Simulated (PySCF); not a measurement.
Computed IR spectrum (relative IR intensity) of a molecule CH9FOSi3. Coordinates come from a r2SCAN-D4/def2-SVP optimisation. Other conformers were not sampled. All values below come from PySCF with r2SCAN-D4/def2-SVP. Frequencies are harmonic and unscaled.

Lines under 2 % of the strongest are left out, and lines within 2 cm⁻¹ are merged.

ν (cm⁻¹): 344 (vw), 361 (w), 661 (m), 695 (m), 707 (m), 744 (w), 822 (vs), 856 (m), 882 (w), 892 (w), 925 (w), 948 (s), 977 (s), 990 (m), 1096 (vs), 1254 (vw), 1433 (vw), 2200 (m), 2204 (m), 2209 (w), 2217 (m), 2270 (m), 2276 (m) (against the strongest line: vs over 80 %, s over 45 %, m over 15 %, w over 4 %, vw less)

Task: Identify the compound among the candidates.
A. C[Si@H](F)[Si@H](O)[SiH3]
B. C[SiH2][Si@@H](F)O[SiH3]
C. O[C@@H]([SiH3])[SiH2][SiH2]F
D. C[SiH2][SiH2]O[SiH2]F

Result: D, C[SiH2][SiH2]O[SiH2]F
